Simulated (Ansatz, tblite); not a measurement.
Cost and result up the ladder for BCOF3 (relaxed from a model of B(CO)F3, whose bonding it doesn't keep) (6 atoms). Total charge 0; singlet. Geometry: r2SCAN-D4/def2-SVP.

```xyz
6

B     1.033   -0.014   -0.197
C    -1.578    0.022    0.301
O    -2.689    0.037    0.513
F     1.283   -0.669    0.918
F     1.096    1.302   -0.214
F     0.855   -0.678   -1.321
```

Ansatz on 4 threads of Arm Neoverse V2 on a shared host; xTB runs through tblite on one thread. Times are rough, summed over both states, and most runs start from the orbitals of an earlier one. PBE0-D4/def2-TZVP serves as the yardstick here, not as an exact answer. The other state is a doublet.

The xTB rows come from tblite. HOMO above LUMO, or a gap near zero within one spin, warns that the state may not be the lowest or that an electron is smeared out. In the singlet geometry the species has come apart into loosely held pieces. In the doublet geometry the species has come apart into loosely held pieces.

Raw xTB energies of ions are shifted by several eV.

| level | functions | wall time | vertical IE (eV) | difference from PBE0-D4/def2-TZVP (eV) | remarks |
| --- | --- | --- | --- | --- | --- |
| GFN2-xTB | 24 | 0.006 s | 17.58 | 3.52 | – |
| GFN1-xTB | 24 | 0.016 s | 18.30 | 4.24 | – |
| PBE-D4/def2-TZVP (with forces) | 186 | 2.8 s | 13.13 | -0.92 | gap within one spin near zero (+1 doublet) |
| PBE0-D4/def2-TZVP | 186 | 3.8 s | 14.06 | 0.00 | – |
| r2SCAN-D4/def2-TZVP | 186 | 5.8 s | 13.53 | -0.52 | gap within one spin near zero (+1 doublet) |
